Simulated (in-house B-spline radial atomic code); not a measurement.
A fraction x of an electron is removed from 4f in Tb IV (Tb3+), starting from [Xe] 4f8 and keeping the highest spin. Level of theory: scalar-relativistic (X2C) PBE, spin-polarised, spherical fractional occupations, Fermi nucleus of rms radius 5.06 fm; calculated with an all-electron radial atomic-structure program (B-spline basis).

```json
{"x": "0", "E(x) - E(0) (eV)": "0.0000", "4f down level (eV)": "-31.331"}
{"x": "0.03", "E(x) - E(0) (eV)": "0.9481", "4f down level (eV)": "-31.875"}
{"x": "0.17", "E(x) - E(0) (eV)": "5.5900", "4f down level (eV)": "-34.446"}
{"x": "0.29", "E(x) - E(0) (eV)": "9.8577", "4f down level (eV)": "-36.689"}
{"x": "0.43", "E(x) - E(0) (eV)": "15.1798", "4f down level (eV)": "-39.349"}
{"x": "0.5", "E(x) - E(0) (eV)": "17.9813", "4f down level (eV)": "-40.696"}
{"x": "0.51", "E(x) - E(0) (eV)": "18.3893", "4f down level (eV)": "-40.890"}
{"x": "0.65", "E(x) - E(0) (eV)": "24.3046", "4f down level (eV)": "-43.622"}
{"x": "0.76", "E(x) - E(0) (eV)": "29.2225", "4f down level (eV)": "-45.799"}
{"x": "0.95", "E(x) - E(0) (eV)": "38.2864", "4f down level (eV)": "-49.623"}
```
